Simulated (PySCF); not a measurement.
AsH5OSi.
Structure used (PBE0-D3(BJ)/def2-SVP), in Å, numbered top down from 1:
```xyz
8
AsH5OSi angstrom
O     -1.606    1.056    0.059
Si    -0.630   -0.292    0.151
As     1.610    0.301    0.669
H     -1.451    1.661   -0.672
H     -1.152   -1.103    1.285
H     -0.698   -1.095   -1.111
H      1.937    0.608   -0.792
H      2.046   -1.155    0.513
```

Level of theory: MP2 and CCSD/aug-cc-pVDZ in PySCF, restricted Hartree–Fock reference, 15 core orbitals frozen, non-relativistic, gas phase, PBE0-D3(BJ)/def2-SVP geometry.

E(HF) = -2600.92770 Eh.

**Question.** How large is the problem?

**Answer.** 131 basis functions and 60 electrons; 15 orbitals frozen, which leaves o = 15 correlated occupied and v = 101 virtual orbitals. That is o·v = 1515 singles and o·v(o·v + 1)/2 = 1148370 distinct closed-shell doubles amplitudes before symmetry; the costliest CCSD step grows as o²v⁴ = 2.3 × 10^10.

**Question.** What are the MP2 and CCSD correlation energies?

**Answer.** MP2 -0.4532 Eh and CCSD -0.4952 Eh, which gives totals of -2601.38089 and -2601.42288 Eh. That is 0.449 eV for each correlated electron at CCSD (1300 kJ/mol in all, 0.019 % of the total energy); MP2 gives 91.5 % of the CCSD value.

**Question.** What is the T1 diagnostic?

**Answer.** 0.0115, below the customary warning level of 0.02. It is the norm of the spatial-orbital singles amplitudes over the root of the number of correlated electrons, so the norm is 0.063.

**Question.** How does correlation change the dipole moment?

**Answer.** HF gives 1.54 D and CCSD (unrelaxed density) 1.37 D, a change of -0.17 D.

Connected triples and the basis-set limit are missing.

One conformer stands for the species.
